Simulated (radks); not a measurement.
Results of a calculation; reference values are marked as such.
Mean orbital radii <r> (bohr) of neutral magnesium, [Ne] 3s2, at several levels of relativity; Dirac values are averaged over j with weights 2j + 1. Spin-unpolarised spherical Kohn-Sham, PBE, point nucleus unless stated (finite: rms radius 3.057 fm), a radial shooting solver on a logarithmic mesh with Libxc functionals. A level marked "c x" has the speed of light scaled by that factor.

shell       non-rel.  scalar-rel., finite nucleus  Dirac, finite nucleus  Dirac, c x 1.25  change of magnitude, last against first (%)
1s            0.1309                       0.1306                 0.1306           0.1307                                        -0.15
2s            0.6989                       0.6972                 0.6971           0.6978                                        -0.17
2p            0.6897                       0.6894                 0.6894           0.6895                                        -0.03
3s             3.155                        3.150                  3.150            3.152                                        -0.10
3p (empty)     4.588                        4.593                  4.593            4.592                                        +0.07
